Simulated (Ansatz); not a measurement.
The cluster Hg₃S₃⁺. The state is a doublet with charge 1. Geometry r2SCAN-D4/def2-SVP, basis def2-TZVP, Ansatz.

Cartesian coordinates in Å:
```
Hg 0.7010 1.0844 0.0044
Hg 3.2589 1.3251 -1.0305
Hg -2.0509 -0.2623 0.8101
S 0.5561 -1.7142 -0.7246
S -1.2179 -2.4142 -0.1575
S -1.2471 1.9811 1.0981
```

```csv
run,HOMO (eV),LUMO (eV)
A,-10.71,-8.41
B,-11.20,-7.89
C,-11.09,-7.94
D,-10.00,-8.96
E,-10.30,-8.80
```

In the def2 sets Hg takes a core potential; there is no spin–orbit coupling. The structure comes from a short search, and lower isomers may exist.

HOMO and LUMO are taken over both spins.

Problem. The runs used PBE, PBE0, r2SCAN, r2SCAN0, r2SCANh. Estimate which is which.

Solution. A r2SCANh (10 % exact exchange); B r2SCAN0 (25 % exact exchange); C PBE0 (25 % exact exchange); D PBE (0 % exact exchange); E r2SCAN (0 % exact exchange). Exact exchange lowers occupied and raises empty levels; among semilocal functionals meta-GGAs tend to open the gap a little, and such runs are hard to tell apart. The gap grows from 1.04 eV (PBE) to 3.30 eV (r2SCAN0).
